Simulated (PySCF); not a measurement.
Dipole response of C⁻ (carbon, charge -1)

[He] 2s2 2p3, high-spin 4S determinant. Calculation: PySCF 2.14, in aug-cc-pCVTZ-DK with one added diffuse shell each of s, p, d, f type (8s7p5d3f, 75 functions); the spin-free X2C one-electron Hamiltonian (Gaussian nucleus). Coupled (time-dependent) response in atomic units; α is the mean over directions.

```
method  mean α (bohr³)  C₆ (like pair)  S(−4)
   UHF           49.24           342.6   2453
```

S(−4) is the Cauchy moment in α(ω) = α(0) + S(−4) ω² + …

α(iu) at UHF:

```json
{"u (hartree)": "0", "α(iu) (bohr³)": "49.24"}
{"u (hartree)": "0.0500", "α(iu) (bohr³)": "44.17"}
{"u (hartree)": "0.100", "α(iu) (bohr³)": "35.45"}
{"u (hartree)": "0.200", "α(iu) (bohr³)": "22.77"}
{"u (hartree)": "0.300", "α(iu) (bohr³)": "15.69"}
{"u (hartree)": "0.500", "α(iu) (bohr³)": "8.723"}
{"u (hartree)": "0.750", "α(iu) (bohr³)": "5.012"}
{"u (hartree)": "1.00", "α(iu) (bohr³)": "3.249"}
{"u (hartree)": "1.50", "α(iu) (bohr³)": "1.683"}
{"u (hartree)": "2.00", "α(iu) (bohr³)": "1.027"}
{"u (hartree)": "3.00", "α(iu) (bohr³)": "0.4987"}
{"u (hartree)": "5.00", "α(iu) (bohr³)": "0.1952"}
```

A single London oscillator, α(iu) = α/(1 + u²/ω²), gives C₆ = (3/4) ω α². Matching the computed C₆ needs ω = 4 × 342.6 / (3 × 49.24²) = 0.188 hartree.

For an ion, C₆ is the dispersion term alone; charge-induced terms of lower order in 1/R come first.
